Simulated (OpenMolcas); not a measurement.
Au5+ (d6) among equal point charges was computed by CASSCF with the d shell active (OpenMolcas, ANO-RCC-VDZP on the metal). Its lowest spin-free states, and all those of the highest spin:

| 2S+1 | Degeneracy | E (cm-1) |
| --- | --- | --- |
| 5 | 1 | 0.0 |
| 5 | 2 | 2466 |
| 5 | 1 | 3813 |
| 5 | 1 | 8945 |
| 3 | 1 | 18833 |
| 3 | 2 | 19010 |
| 3 | 1 | 21578 |
| 3 | 2 | 21955 |
| 3 | 2 | 22433 |
| 3 | 1 | 22981 |
| 3 | 1 | 24176 |
| 3 | 1 | 24994 |

Problem. Is the site octahedral, tetrahedral or cube-like, axial, or of lower symmetry?

Solution. The states with 2S+1 = 5 have orbital degeneracies 1, 2, 1, 1. There are pairs but no triples, so the site is axial: not cubic, but with a proper or improper axis of order three or more. The run had Au5+ among 6 point charges of -1.1 e arranged as a tetragonal octahedron (D4h), 2.01 Å from the ion, with the axial distance 1.769 Å.

Spin-orbit coupling mixes the spin-free states strongly: the lowest level takes only 49 % from its leading state, 5B2. Without dynamic correlation the repulsion within the d shell is too large (B by tens of per cent), so at a given field states of lower spin stand too high. Point charges give a weaker field than real ligands, and real ions of this kind are as a rule low spin; the high spin found here belongs to the model. This is an electrostatic model: the charges have no orbitals. No measured value stands beside these numbers.
